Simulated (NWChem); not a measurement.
System: TaO, doublet; SMILES [O]=[Ta]

NWChem input:

```
start job
memory heap 200 mb stack 900 mb global 1100 mb
geometry units angstroms
  Ta     0.004207    -0.002290    -0.139660
  O     -0.047574     0.025900     1.579510
end
basis spherical
  * library def2-svp
end
ecp
  Ta library def2-ecp
end
dft
  odft
  mult 2
  xc pbe0
  iterations 150
end
driver
  maxiter 120
end
task dft optimize
dft
  grid fine
  convergence energy 1d-8 density 1d-7
end
task dft freq numerical
```

NWChem printed, in part:

```
             Northwest Computational Chemistry Package (NWChem) 7.3.0
             --------------------------------------------------------

 ORDER OF PRIMARY AXIS IS BEING SET TO 4
 C4V symmetry detected

                             Geometry "geometry" -> ""
                             -------------------------

 Output coordinates in angstroms (scale by  1.889725989 to convert to a.u.)

  No.       Tag          Charge          X              Y              Z
 ---- ---------------- ---------- -------------- -------------- --------------
    1 Ta                  73.0000     0.00000000     0.00000000    -0.16989438
    2 O                    8.0000     0.00000000     0.00000000     1.55028626

 Effective nuclear repulsion energy (a.u.)     179.6552676429

      Symmetry information
      --------------------

 Group name             C4v
 Group number             18
 Group order               8
 No. of unique centers     2

                                Z-matrix (autoz)
                                --------

 Units are Angstrom for bonds and degrees for angles

      Type          Name      I     J     K     L     M      Value
      ----------- --------  ----- ----- ----- ----- ----- ----------
    1 Stretch                  1     2                       1.72018

                           NWChem Geometry Optimization
                           ----------------------------

 maximum gradient threshold         (gmax) =   0.000450
 rms gradient threshold             (grms) =   0.000300
 maximum cartesian step threshold   (xmax) =   0.001800
 rms cartesian step threshold       (xrms) =   0.001200
 fixed trust radius                (trust) =   0.300000
 source of zmatrix                         =   autoz

          -------------------
          Energy Minimization
          -------------------

 Using diagonal initial Hessian
 Scaling for Hessian diagonals: bonds = 1.00  angles = 0.25  torsions = 0.10

          --------
          Step   0

                                 NWChem DFT Module
                                 -----------------

 Summary of "ao basis" -> "ao basis" (spherical)
 ------------------------------------------------------------------------------
       Tag                 Description            Shells   Functions and Types
 ---------------- ------------------------------  ------  ---------------------
 Ta                         def2-svp                12       32   6s3p2d1f
 O                          def2-svp                 6       14   3s2p1d

      Symmetry analysis of basis
      --------------------------

        a1         18
        a2          0
        b1          4
        b2          4
        e          20

            General Information
            -------------------
          SCF calculation type: DFT
          Wavefunction type:  spin polarized.
          No. of atoms     :     2
          No. of electrons :    21
           Alpha electrons :    11
            Beta electrons :    10
          Charge           :     0
          Spin multiplicity:     2
          Use of symmetry is: on ; symmetry adaption is: on
          Maximum number of iterations: 150
          AO basis - number of functions:    46
                     number of shells:    18
          Convergence on energy requested:  1.00D-06
          Convergence on density requested:  1.00D-05
          Convergence on gradient requested:  5.00D-04

              XC Information
              --------------
                         PBE0 Method XC Functional
                     Hartree-Fock (Exact) Exchange  0.250
          PerdewBurkeErnzerhof Exchange Functional  0.750
            Perdew 1991 LDA Correlation Functional  1.000 local
           PerdewBurkeErnz. Correlation Functional  1.000 non-local

             Grid Information
             ----------------
          Grid used for XC integration:  medium
          Radial quadrature: Mura-Knowles
          Angular quadrature: Lebedev.
          Tag              B.-S. Rad. Rad. Pts. Rad. Cut. Ang. Pts.
          ---              ---------- --------- --------- ---------
          Ta                  1.45      123           8.0       590
          O                   0.60       49           7.0       434
          Grid pruning is: on
          Number of quadrature shells:   172
          Spatial weights used:  Erf1

      Superposition of Atomic Density Guess
      -------------------------------------

 Sum of atomic energies:        -136.60980876

      Non-variational initial energy
      ------------------------------

 Total energy =    -130.546517
 1-e energy   =    -260.657129
 2-e energy   =      98.117208
 HOMO         =      -0.011716
 LUMO         =      -0.011716

 !!!!!!!!!!!!!!!!!!!!!!!!!!!!!!!!!!!!!!!!!!!!!!!!!!!!!!!!!!!!!!!!!!!!!!
 Warning - the HOMO and LUMO are degenerate and you are using symmetry.
 This can lead to non-variational energies and poor convergence.
 Modify the initial guess, or use an open-shell wavefunction, or turn
 off symmetry.
 !!!!!!!!!!!!!!!!!!!!!!!!!!!!!!!!!!!!!!!!!!!!!!!!!!!!!!!!!!!!!!!!!!!!!!

   Symmetry analysis of molecular orbitals - initial alpha
   -------------------------------------------------------

 !! scf_movecs_sym_adapt:    8 vectors were symmetry contaminated

  Symmetry fudging

 !! scf_movecs_sym_adapt:    8 vectors were symmetry contaminated

  Numbering of irreducible representations:

     1 a1          2 a2          3 b1          4 b2          5 e

  Orbital symmetries:

     1 a1          2 a1          3 a1          4 e           5 e
     6 a1          7 e           8 e           9 a1         10 a1
    11 b2         12 b1         13 e          14 e          15 a1
    16 e          17 e          18 a1         19 a1         20 e
    21 e

   Symmetry analysis of molecular orbitals - initial beta
   ------------------------------------------------------

 !! scf_movecs_sym_adapt:    8 vectors were symmetry contaminated

  Symmetry fudging

 !! scf_movecs_sym_adapt:    8 vectors were symmetry contaminated

  Numbering of irreducible representations:

     1 a1          2 a2          3 b1          4 b2          5 e

  Orbital symmetries:

     1 a1          2 a1          3 a1          4 e           5 e
     6 a1          7 e           8 e           9 a1         10 a1
    11 b2         12 b1         13 e          14 e          15 a1
    16 e          17 e          18 a1         19 a1         20 e
    21 e

   convergence    iter        energy       DeltaE   RMS-Dens  Diis-err
 ---------------- ----- ----------------- --------- --------- ---------
 d= 0,ls=0.0,diis     1   -131.6936388317 -1.64D+02  4.79D-02  5.80D-01
                                                     4.59D-02  5.27D-01
 d= 0,ls=0.0,diis     2   -124.2273262303  7.47D+00  3.94D-02  1.02D+01
                                                     3.92D-02  1.02D+01
 d= 0,ls=0.0,diis     3   -132.0215912545 -7.79D+00  1.96D-03  5.57D-03
                                                     2.33D-03  6.23D-03
 d= 0,ls=0.0,diis     4   -132.0229775373 -1.39D-03  8.36D-04  2.93D-03
                                                     5.64D-04  3.23D-03
 d= 0,ls=0.0,diis     5   -132.0240366182 -1.06D-03  2.60D-04  5.98D-04
                                                     6.36D-04  7.85D-04
  Resetting Diis
 d= 0,ls=0.0,diis     6   -132.0243834138 -3.47D-04  1.32D-04  2.08D-05
                                                     2.20D-04  4.32D-05
 d= 0,ls=0.0,diis     7   -132.0244073769 -2.40D-05  4.64D-05  4.22D-07
                                                     6.00D-05  9.36D-07
 d= 0,ls=0.0,diis     8   -132.0244090491 -1.67D-06  2.26D-05  1.89D-06
                                                     1.48D-05  4.96D-07
 d= 0,ls=0.0,diis     9   -132.0244096515 -6.02D-07  3.95D-05  1.22D-07
                                                     5.55D-05  8.19D-07
 d= 0,ls=0.0,diis    10   -132.0244105670 -9.15D-07  1.37D-05  3.04D-08
                                                     1.27D-05  4.43D-08
 d= 0,ls=0.0,diis    11   -132.0244106288 -6.18D-08  1.60D-06  1.44D-09
                                                     1.71D-06  2.89D-09

         Total DFT energy =     -132.024410628802
      One electron energy =     -261.836547238101
           Coulomb energy =      112.859547867466
    Exchange-Corr. energy =      -15.040815084977
 Nuclear repulsion energy =       31.993403826809

 Numeric. integr. density =       21.000000555117

                  Occupations of the irreducible representations
                  ----------------------------------------------

                     irrep           alpha         beta
                     --------     --------     --------
                     a1                6.0          6.0
                     a2                0.0          0.0
                     b1                0.0          0.0
                     b2                1.0          0.0
                     e                 4.0          4.0

                    DFT Final Alpha Molecular Orbital Analysis
                    ------------------------------------------

 Vector    9  Occ=1.000000D+00  E=-3.721253D-01  Symmetry=e
              MO Center= -5.8D-15, -9.6D-15,  1.2D+00, r^2= 1.2D+00
   Bfn.  Coefficient  Atom+Function         Bfn.  Coefficient  Atom+Function
  ----- ------------  ---------------      ----- ------------  ---------------
    36      0.542550  2 O  px                19     -0.372789  1 Ta d  1
    39      0.358930  2 O  px                 7     -0.093071  1 Ta px
    24     -0.075281  1 Ta d  1              37     -0.065952  2 O  py
    13      0.053743  1 Ta px                17     -0.045316  1 Ta d -1
    40     -0.043631  2 O  py                30     -0.041882  1 Ta f  1

[...]

      ----------------------
      Optimization converged
      ----------------------

  Step       Energy      Delta E   Gmax     Grms     Xrms     Xmax
  ---- ---------------- -------- -------- -------- -------- --------
@    2    -132.02576282 -1.8D-06  0.00014  0.00014  0.00075  0.00130
                                     ok       ok       ok       ok

                                Z-matrix (autoz)
                                --------

 Units are Angstrom for bonds and degrees for angles

      Type          Name      I     J     K     L     M      Value     Gradient
      ----------- --------  ----- ----- ----- ----- ----- ---------- ----------
    1 Stretch                  1     2                       1.68473    0.00014

                         Geometry "geometry" -> "geometry"
                         ---------------------------------

 Output coordinates in angstroms (scale by  1.889725989 to convert to a.u.)

  No.       Tag          Charge          X              Y              Z
 ---- ---------------- ---------- -------------- -------------- --------------
    1 Ta                  73.0000     0.00000000     0.00000000    -0.15217024
    2 O                    8.0000     0.00000000     0.00000000     1.53256211

 Effective nuclear repulsion energy (a.u.)     183.4353768286

      Symmetry information
      --------------------

 Group name             C4v
 Group number             18
 Group order               8
 No. of unique centers     2

                Final and change from initial internal coordinates
                --------------------------------------------------

                                Z-matrix (autoz)
                                --------

 Units are Angstrom for bonds and degrees for angles

      Type          Name      I     J     K     L     M      Value       Change
      ----------- --------  ----- ----- ----- ----- ----- ---------- ----------
    1 Stretch                  1     2                       1.68473   -0.03545

 ==============================================================================
                                internuclear distances
 ------------------------------------------------------------------------------
       center one      |      center two      | atomic units |  angstroms
 ------------------------------------------------------------------------------
    2 O                |   1 Ta               |     3.18368  |     1.68473
 ------------------------------------------------------------------------------
                         number of included internuclear distances:          1
 ==============================================================================

[second-derivative integrals and response iterations left out]

  Vibrational analysis via the FX method

  See chapter 2 in "Molecular Vibrations" by Wilson, Decius and Cross

  Vib: Default input used

 ---------------------------- Atom information ----------------------------
     atom    #        X              Y              Z            mass
 --------------------------------------------------------------------------
    Ta       1  0.0000000D+00  0.0000000D+00 -2.8756005D-01  1.8094800D+02
    O        2  0.0000000D+00  0.0000000D+00  2.8961225D+00  1.5994910D+01
 --------------------------------------------------------------------------

[unprojected Hessian and modes left out]

        Vibrational analysis via the FX method
  --- with translations and rotations projected out ---
  --- via the Eckart algorithm                      ---
 Dependent rotation vector no.                    3
  found in ECKART; assuming linear geometry
 Projected Nuclear Hessian trans-rot subspace norm:8.1214-115
                         (should be close to zero!)

[projected Hessian left out]

 Rotational Constants
 --------------------
 A=   0.000000 cm-1  (  0.000000 K)
 B=   0.404150 cm-1  (  0.581469 K)
 C=   0.404150 cm-1  (  0.581469 K)

 Temperature                      =   298.15K
 frequency scaling parameter      =   1.0000

 Linear Molecule

 Zero-Point correction to Energy  =    1.527 kcal/mol  (  0.002433 au)
 Thermal correction to Energy     =    3.025 kcal/mol  (  0.004821 au)
 Thermal correction to Enthalpy   =    3.617 kcal/mol  (  0.005765 au)

 Total Entropy                    =   56.171 cal/mol-K
   - Translational                =   41.720 cal/mol-K (mol. weight = 196.9429)
   - Rotational                   =   14.381 cal/mol-K (symmetry #  =        1)
   - Vibrational                  =    0.071 cal/mol-K

 Cv (constant volume heat capacity) =    5.274 cal/mol-K
   - Translational                  =    2.979 cal/mol-K
   - Rotational                     =    1.986 cal/mol-K
   - Vibrational                    =    0.308 cal/mol-K

[normal modes left out]

 ----------------------------------------------------------------------------
 Normal Eigenvalue ||           Projected Infra Red Intensities
  Mode   [cm**-1]  || [atomic units] [(debye/angs)**2] [(KM/mol)] [arbitrary]
 ------ ---------- || -------------- ----------------- ---------- -----------
    1        0.000 ||    0.000672           0.016         0.655       0.299
    2        0.000 ||    0.000672           0.016         0.655       0.299
    3        0.000 ||    0.000000           0.000         0.000       0.000
    4        0.000 ||    0.007601           0.175         7.410       3.380
    5        0.000 ||    0.007601           0.175         7.410       3.380
    6     1068.551 ||    0.118360           2.731       115.383      52.641
 ----------------------------------------------------------------------------
```

Level: PBE0/def2-SVP with def2 effective core potentials on Ta, spin-unrestricted. def2 effective core potentials on Ta; no spin-orbit coupling.
